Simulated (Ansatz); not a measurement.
Total energies of Mg₅⁻ (the lowest doublet isomer of a short search) from Ansatz at PBE/def2-TZVPD, gas phase (1 Eh = 27.2114 eV = 2625.5 kJ/mol). The reference geometry is relaxed at B3LYP/def2-SVPD.

| atom | x (Å) | y (Å) | z (Å) |
| --- | --- | --- | --- |
| Mg1 | -2.530 | -1.287 | 1.932 |
| Mg2 | 2.649 | -1.157 | -1.852 |
| Mg3 | 0.044 | -0.951 | 0.027 |
| Mg4 | -1.486 | 1.660 | 0.912 |
| Mg5 | 1.322 | 1.735 | -1.019 |

```csv
state,geometry,energy (Eh)
charge -1 doublet,reference,-999.81068
charge 0 singlet,reference,-999.76040
charge -1 quartet,relaxed at B3LYP/def2-SVPD,-999.78551
```

Problem. Work out the vertical ionisation energy to the singlet.

Solution. E(charge 0 singlet) − E(charge -1 doublet) = -999.76040 − (-999.81068) = 0.05028 Eh = 1.37 eV. For comparison, −ε of the highest occupied level of the spin that leaves is -0.13 eV at this level, 1.50 eV less.

Problem. Which of the charge -1 states is lowest, and how far above it are the others?

Solution. The doublet. quartet: -999.78551 − (-999.81068) = 0.02517 Eh = 66.1 kJ/mol. The quartet differs in its bonds from the reference.

At PBE/def2-TZVPD the highest occupied level of the charge -1 doublet lies above zero (up to 0.13 eV). By energy differences its removal costs 1.37 eV (vertical, to the charge 0 singlet, at PBE/def2-TZVPD); a positive level beside a positive removal energy at the same level points to self-interaction error. At PBE/def2-TZVPD the highest occupied level of the charge -1 quartet lies above zero (up to 0.33 eV). It is a level of α spin, whose loss leaves a triplet; that state wasn't run at this geometry and level. The electron is either unbound and held by the finite basis, or the level is raised by self-interaction error. 

The structure comes from a short search, and lower isomers may exist.
